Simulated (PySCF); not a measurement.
germylsilane (GeH6Si), SMILES [GeH3][SiH3]. Atoms are numbered in the order given.

```xyz
8

Si     0.0000     0.0000     1.6020
Ge     0.0000     0.0000    -0.7756
H      1.2090     0.6980     2.1132
H     -1.2090     0.6980     2.1132
H      0.0000    -1.3961     2.1132
H      1.2467    -0.7198    -1.3163
H     -1.2467    -0.7198    -1.3163
H      0.0000     1.4396    -1.3163
```
Charge 0, spin multiplicity 1.

Coordinates come from a PBE0-D3(BJ)/def2-TZVP optimisation.

All values below come from TDDFT-ωB97X/def2-SVPD in PySCF 2.14.0.

Vertical excitations; the highest root listed may be one member of a degenerate set. Gas-phase values at a fixed geometry. State labels are in the subgroup Cs.

```
state  symmetry  energy (eV)  λ (nm)      f                                                                     main pairs
-----  --------  -----------  ------  -----  -----------------------------------------------------------------------------
S1           A'         7.73     160  0.024                                                   HOMO→LUMO+2 (degenerate set)
S2           A"         7.73     160  0.024                                                   HOMO→LUMO+3 (degenerate set)
S3           A'         7.79     159  0.158                                                                 HOMO→LUMO 87 %
S4           A'         8.21     151  0.598                                                               HOMO→LUMO+1 86 %
S5           A"         8.49     146  0.000                                                   HOMO→LUMO+4 (degenerate set)
S6           A'         8.49     146  0.000                                                   HOMO→LUMO+5 (degenerate set)
S7           A"         8.85     140  0.096                                                   HOMO−2→LUMO (degenerate set)
S8           A'         8.85     140  0.096                                                   HOMO−1→LUMO (degenerate set)
S9           A"         8.92     139  0.000                                         HOMO−2→LUMO+2 42 %, HOMO−1→LUMO+3 42 %
S10          A"         9.10     136  0.023  HOMO−2→LUMO+1 51 %, HOMO−1→LUMO+3 14 %, HOMO−2→LUMO+2 14 %, HOMO−2→LUMO+7 8 %
T1           A'         6.90     180      0                                                   HOMO→LUMO+2 (degenerate set)
T2           A"         6.90     180      0                                                   HOMO→LUMO+3 (degenerate set)
T3           A'         7.10     175      0                                               HOMO→LUMO 70 %, HOMO→LUMO+1 13 %
T4           A'         7.63     162      0                                               HOMO→LUMO+1 73 %, HOMO→LUMO 16 %
```
Triplets are in the Tamm–Dancoff approximation, which puts them higher than full response would, so one can lie above its singlet here.
